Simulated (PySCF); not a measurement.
Electron affinity of Re by level of theory

Re- [Xe] 4f14 5d6 6s2 (5D) → Re [Xe] 4f14 5d5 6s2 (6S), as a difference of total energies. All numbers are calculated (PySCF 2.14, a scalar-relativistic core potential, in def2-QZVPPD with the def2 core potential (60 electrons)). Correlated levels: valence: 5s2 5p6 frozen. The calculations carry no spin-orbit coupling.

```csv
method,electron affinity (eV)
UHF,-2.131
MP2 (valence),-0.689
SCS-MP2 (valence),-0.495
CCSD (valence),-0.721
CCSD(T) (valence),-0.544
```

The reference lies between the lowest fine-structure levels, while these numbers refer to the centres of the terms.

Errors of the correlated levels include the incompleteness of this basis and the frozen core.

A negative affinity means that the anion lies above the atom at that level of theory.

The coupled-cluster amplitudes are large for Re- (T1 above 0.03 or a double amplitude above 0.15), so a single reference is strained.

For comparison: 0.060 eV (measured; photodetachment measurements, as compiled on the Wikipedia data page of electron affinities).
